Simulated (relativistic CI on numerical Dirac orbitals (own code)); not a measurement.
## Hyperfine structure of Pt45+, mass number 195

Method of calculation: Dirac-Coulomb-Breit CI, separate exchange-only KLI orbitals for each configuration, model QED (radiative potential, 1s self-energy scaled to tabulated hydrogen-like ionisation energies), unscaled Slater integrals (own radial code, finite nucleus).

CI space (outside the closed core [Ar] 3d10): 4s2 4p3, 4s 4p4, 4s2 4p2 4d, 4p5, 4s 4p3 4d, 4s2 4p2 4f, 4s 4p3 4f, 4p4 4d, 4s 4p2 4d2, 4s2 4p 4d 4f, 4p4 4f, 4s2 4p 4d2, 4s2 4d3, 4s 4p 4d3, 4s2 4d2 4f, 4s 4p 4d2 4f, 4p3 4d2, 4p2 4d3, 4p2 4d2 4f. Double excitations out of closed p, d and f shells are left out; levels of such configurations are missing from the list, as are those of other unlisted configurations, and high levels can miss mixing partners.

Nuclear spin I = 1/2, μ = 0.6073 μN (tables of Stone and Pyykkö). The electronic factors are computed for point nuclear moments, without core polarisation or the Bohr-Weisskopf and QED corrections.

```
            Level   E (eV)  A (GHz)
  4s2 4p3 2D°_5/2  125.418    241.3
  4s2 4p3 2P°_1/2  133.198    848.7
    4s 4p4 4P_5/2  229.417    532.2
    4s 4p4 2S_1/2  244.890     2464
  4s2 4p3 2P°_3/2  253.652    91.48
4s2 4p2 4d 4D_1/2  287.294    337.8
```

Levels with J = 0, under 50 % of one LS term, or S terms without an open s electron are left out. Small factors come from cancelling terms and can be off by tens of per cent or more.

At this charge energies of transitions that change n are usually good to better than 1 %, and those within a shell (Δn = 0) to a few per cent.

(1) Give the hyperfine levels of 4s2 4p3 2P°_1/2 relative to its centre of gravity.

Answers

(1) With K = F(F + 1) − I(I + 1) − J(J + 1), E = AK/2: F = 0: -636.5, F = 1: 212.2 GHz.

LS names give the leading component of a level, which can be under half, so a name can repeat, a term be missing and a line seem to break the LS rules.
